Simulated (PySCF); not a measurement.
PySCF input:

```python
from pyscf import gto, scf, dft

mol = gto.M(
    atom='''
    Sn    0.01209984    0.00190892    1.19584547
    I     1.06306760   -1.83529781   -0.57196393
    I    -1.07448255    1.83349694   -0.55619218
    ''',
    basis='def2-tzvpd',
    ecp='def2-tzvp',
    charge=0,
    spin=0,
    verbose=4,
)

mf = dft.RKS(mol, xc='m062x').density_fit(auxbasis='def2-universal-jkfit')
mf.grids.level = 4
mf.conv_tol = 1e-9
mf.max_cycle = 100
mf.max_memory = 1500
mf.kernel()
if not mf.converged:
    mf = mf.newton()
    mf.kernel(mf.make_rdm1())
mf.analyze()
```

**Question.** Predict the final energy.

**Answer.** -809.61652 Eh (M06-2X/def2-TZVPD).
